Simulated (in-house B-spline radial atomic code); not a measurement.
# Removing one electron from Eu⁵⁷⁺

Closed shell [He] 2s2 (2p1/2)2. Computed with a B-spline radial code for spherical atoms: Koopmans values of Dirac-Hartree-Fock plus a diagonal self-energy, in second order or with its direct term screened (direct RPA, with the hole-particle interaction, or full time-dependent Hartree-Fock), linearised in energy; no-pair Dirac-Coulomb Hamiltonian, finite nucleus. Shifts add to the Koopmans value (the ΔSCF shift is orbital relaxation alone); the final value takes TDHF screening with Breit and QED.

The shells are closed in jj coupling only; the real ground state mixes other jj configurations.

Command:
```bash
python run_mb.py task.json out
```
Settings (nuclear radius in fm, box in bohr, cutoff in hartree; a minus after a letter marks j = l - 1/2):
```
basis_form          2
Z                   63
core_configuration  [He] 2s2 2p-2
rms_radius          5.1115
mass_number         153
speed_of_light      137.036
box_radius          2.318
lmax                7
intervals           56
virtual_cutoff      15876.0
```

Run time, properties included: 1.1 s on 1 thread of Intel(R) Xeon(R) 6975P-C, with other jobs on the host.

Energies in eV:

```
subshell  Koopmans  ΔSCF shift  second order  direct RPA  hole-particle    TDHF  Breit + QED     final
   2p1/2  12741.82      -1.498             ?           ?              ?       ?            ?         ?
   2s1/2  12951.33      -1.015        -1.084      -0.898         -1.669  -1.687      -22.045  12927.60
```

Q: What does the self-energy do to 2p1/2?

A: It shifts the removal energy by 0.758 eV in second order, 1.037 with direct RPA, 0.614 with the hole-particle term and 0.565 with TDHF screening (quasi-particle weight 0.999); Breit and QED add -22.943 eV. The final value is 12719.44 eV, against 12718 ± 6 eV (NIST, tabulated theory).
